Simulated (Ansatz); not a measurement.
H$_{3}$Cl$_{2}$OSiTi (SMILES [SiH3][O][Ti+]([Cl])[Cl]), charge +1, singlet, at a GFN2-xTB geometry (such geometries of metal compounds can be far from the true shape) (the multiplicity is a formal guess); BLYP/3-21G (Ansatz, a program for electronic structure).

Input for Ansatz:
Ansatz 0.2 input:
```yaml
crystal:
  periodic: [false, false, false]
  atoms:
    - {symbol: Ti, position_ang: [-0.37754419, 0.51301646, 0.66708563]}
    - {symbol: Cl, position_ang: [-0.20566171, -1.44874539, 1.45970201]}
    - {symbol: Cl, position_ang: [1.66186389, 1.08867110, 0.54090390]}
    - {symbol: O, position_ang: [-0.88421066, 0.31736393, -0.90706824]}
    - {symbol: Si, position_ang: [-0.56543591, -0.42665482, -2.38931337]}
    - {symbol: H, position_ang: [-0.28766120, 0.69529194, -3.29376220]}
    - {symbol: H, position_ang: [-1.79420170, -1.17020442, -2.68516088]}
    - {symbol: H, position_ang: [0.62218578, -1.25593064, -2.00032839]}
basis:
  gaussian:
    orbitals: 3-21G.json
    symmetry_tolerance_ang: 0.01
hamiltonian:
  xc: blyp
total_charge: 1
```
The basis file holds 3-21G in the JSON format of the Basis Set Exchange.

Q: Predict the main parts of the log of this Ansatz run.

A: 
```
Functional definition: BLYP
1035 factors; their error is unknown
mean field evaluation 1: about -57828.2992 eV, gradient 9.7e1 eV
mean field evaluation 2: about -57285.9695 eV, gradient 4.8e2 eV
mean field evaluation 4: about -57794.9705 eV, gradient 1.8e2 eV
mean field evaluation 8: about -57846.8622 eV, gradient 4.3e-3 eV
mean field -57846.77887249 eV, -2125.8299136091 hartree, gradient 5.6e-5 eV, S^2 0.000000; 0 other end points of the search recorded, 0 dependent functions left out
reference -57846.77933233 eV, -2125.8299305077 hartree; 40, 40 occupied and 43, 43 virtual orbitals, 1035 factors
Total energy: -57846.77933233 eV, -2125.8299305077 hartree
```
